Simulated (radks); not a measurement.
Results of a calculation; reference values are marked as such.
Q: Radial electron density D(r) = 4 pi r^2 rho(r) of an atom or ion with 42 electrons. Code: a radial shooting solver on a logarithmic mesh with Libxc functionals. Model: non-relativistic Kohn-Sham, r2SCAN, spin-unpolarised, spherical densities, point nucleus; meta-GGA in the generalised Kohn-Sham scheme.

```
   r/bohr * D(r) (the largest magnitude, 64.9, reaches the edge; | marks zero)
 0.002488 |  *
 0.003345 |    *
 0.004461 |       *
 0.005998 |           *
 0.008064 |                 *
  0.01076 |                         *
  0.01446 |                                 *
  0.01944 |                                        *
  0.02614 |                                           *
  0.03486 |                                         *
  0.04687 |                                     *
  0.06301 |                                       *
  0.08472 |                                                *
    0.113 |                                                      *
   0.1519 |                                              *
   0.2043 |                                   *
   0.2746 |                                     *
   0.3663 |                                         *
   0.4924 |                           *
   0.6621 |            *
    0.883 |        *
    1.187 |        *
    1.596 |     *
    2.146 | *
    2.862 |*
    3.848 *
    5.174 *
    6.956 *
    9.278 *
    12.47 *
```

What is the nuclear charge?

A: Z = 42. The innermost maximum, from 1s, lies near 1/Z = 0.0238 bohr (found: 0.0261), and its height grows with Z. The density is that of neutral molybdenum in [Kr] 4d5 5s1; the configuration itself is not fixed sharply by these data, and Z only to a few units. D(r) has 4 maxima, at r = 0.0261, 0.112, 0.344, 1.03 bohr, and minima at 0.0512, 0.225, 0.842 bohr, inside which lie 2.04, 11.21, 29.17 electrons.
